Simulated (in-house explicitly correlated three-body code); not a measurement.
Computed with an exponentially correlated three-body code. Model: two electrons around a point charge, non-relativistic, variational in 260 exponentially correlated functions (energies converged to about 1e-7 hartree, or 1e-8 relative for large Z).

Command:
```bash
python run_hyl.py task.json out
```
Settings (lengths in bohr, energies in hartree):
```
Z                      10
screening              9
interaction_strength   1
functions              260
states_tried           1
```

Time taken, with all properties: 20 s on 1 thread of Arm Neoverse N1, on a shared host.

**Ground state only, binding against the one-electron ion.**

Given: nuclear charge 10; Yukawa screening of all interactions 9 1/bohr.

Computed: one-electron threshold -2.43141938 hartree.

```json
{"term": "1 1S", "energy (hartree)": "-4.35724861", "binding (eV)": "52.404"}
```

**Converged states only, values per electron or pair (inverse distances are <exp(-kr)/r>).**

```csv
term,mean r (bohr),mean r squared (bohr²),mean inverse r (1/bohr),mean r12 (bohr),mean inverse r12 (1/bohr),mean cosine,mean p1 dot p2 (bohr⁻²),delta r1 (bohr⁻³),delta r12 (bohr⁻³)
1 1S,0.34109,0.18556,1.8662,0.51863,0.45726,-0.0060084,0.18052,100.9,5.8202
```
